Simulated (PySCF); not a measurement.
# Ag²⁺: excitation energy

Ag²⁺ [Kr] 4d9 (2D) → Ag²⁺ [Kr] 4d8 5s1 (4F), as a difference of total energies. All numbers are calculated (PySCF 2.14, scalar relativity by spin-free X2C-1e, in x2c-TZVPPall (8s6p6d2f1g, 79 functions)). Correlated levels: valence: [Kr] frozen. The calculations carry no spin-orbit coupling.

```json
{"method": "UHF", "excitation energy (eV)": "7.387"}
{"method": "MP2 (valence)", "excitation energy (eV)": "8.281"}
{"method": "SCS-MP2 (valence)", "excitation energy (eV)": "8.400"}
{"method": "CCSD (valence)", "excitation energy (eV)": "8.121"}
{"method": "CCSD(T) (valence)", "excitation energy (eV)": "8.150"}
```

Question: How much does correlation contribute at CCSD(T) (valence)?

Answer: 8.150 − (7.387) = 0.763 eV, measured against UHF.

The basis was made for the ground configuration and has no added diffuse functions, so the excitation energy can come out too high.
